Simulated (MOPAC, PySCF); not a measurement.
Stepwise substitution at one centre (Al H-Cl). Gas-phase values, no solvent. Strings in code marks are SMILES.

Quantity: vertical ionisation energy (energy after one electron is removed minus that of the parent at the parent's geometry), in eV.

Level 1: PBE0-D3(BJ)/def2-TZVP (PySCF)
Level 2: minus the HOMO energy of PBE-D3(BJ)/def2-TZVP // PBE0-D3(BJ)/def2-TZVP (PySCF)
Level 3: minus the HOMO energy of PM3 // PBE0-D3(BJ)/def2-TZVP (MOPAC)
Level 4: minus the HOMO energy of ωB97X-D3(BJ)/def2-TZVP // PBE0-D3(BJ)/def2-TZVP (PySCF)

```
species          level 2  level 3  level 4
---------------  -------  -------  -------
`[AlH3]`            7.30    11.44    11.14
`[Cl][AlH][Cl]`     7.94    10.73    11.82
```

### Question
What does level 1 give for each?

### Answer

- `[AlH3]`: 11.14
- `[Cl][AlH][Cl]`: 11.49
